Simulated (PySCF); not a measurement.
**Electron correlation in As²⁺ (arsenic, charge +2)**

[Ar] 3d10 4s2 4p1, 2P determinant. Calculation: PySCF 2.14, in x2c-TZVPall (6s5p4d1f, 48 functions); the spin-free X2C one-electron Hamiltonian (Gaussian nucleus). Frozen: [Ar] 3d10; 3 electrons correlated.

MP2 pair energies summed by pair of shells (mhartree):

| pair | energy | share (%) |
| --- | --- | --- |
| 4s-4s | -21.51 | 55.1 |
| 4s-4p | -17.50 | 44.9 |

Total MP2 correlation energy: -39.01 mhartree.

Same-spin part -2.55 and opposite-spin part -36.46 mhartree; SCS-MP2 scales them by 1/3 and 6/5 to -44.60 mhartree.

```tsv
level	correlation energy (mhartree)
CCSD	-52.71
(T)	-0.69
CCSD(T)	-53.40
```

Diagnostics: T1 = 0.0082, D1 = 0.0192, largest double amplitude 0.094.

Cost of the coupled-cluster step: 0.39 s of wall time on 1 thread of Intel(R) Xeon(R) Platinum 8488C (shared host), for 3 correlated electrons.

Iterations:

```
CC2 = 0
CCSD nocc = (np.int64(2), np.int64(1)), nmo = (34, 34)
frozen orbitals [[0, 1, 2, 3, 4, 5, 6, 7, 8, 9, 10, 11, 12, 13], [0, 1, 2, 3, 4, 5, 6, 7, 8, 9, 10, 11, 12, 13]]
max_cycle = 100
direct = 0
conv_tol = 1e-08
conv_tol_normt = 1e-06
diis_space = 8
diis_start_cycle = 0
Init t2, MP2 energy = -0.0390099589939372
Init E_corr(UCCSD) = -0.0390099589981151
cycle = 1  E_corr(UCCSD) = -0.0480637672084375  dE = -0.00905380821  norm(t1,t2) = 0.0423754
cycle = 2  E_corr(UCCSD) = -0.0509148132768909  dE = -0.00285104607  norm(t1,t2) = 0.0167192
cycle = 3  E_corr(UCCSD) = -0.0527237142631315  dE = -0.00180890099  norm(t1,t2) = 0.00720909
cycle = 4  E_corr(UCCSD) = -0.0527073599162827  dE = 1.63543468e-05  norm(t1,t2) = 0.000741306
cycle = 5  E_corr(UCCSD) = -0.052714937112601  dE = -7.57719632e-06  norm(t1,t2) = 7.67506e-05
cycle = 6  E_corr(UCCSD) = -0.0527131936480082  dE = 1.74346459e-06  norm(t1,t2) = 1.04904e-05
cycle = 7  E_corr(UCCSD) = -0.0527138941188343  dE = -7.00470826e-07  norm(t1,t2) = 2.54207e-06
cycle = 8  E_corr(UCCSD) = -0.0527136884448954  dE = 2.05673939e-07  norm(t1,t2) = 7.29661e-07
cycle = 9  E_corr(UCCSD) = -0.0527137009117235  dE = -1.24668281e-08  norm(t1,t2) = 8.62056e-08
cycle = 10  E_corr(UCCSD) = -0.0527137049507259  dE = -4.03900244e-09  norm(t1,t2) = 2.01941e-08
UCCSD converged
E(UCCSD) = -2258.056825919235  E_corr = -0.05271370495072593
UCCSD(T) correction = -0.00068927014063151
```
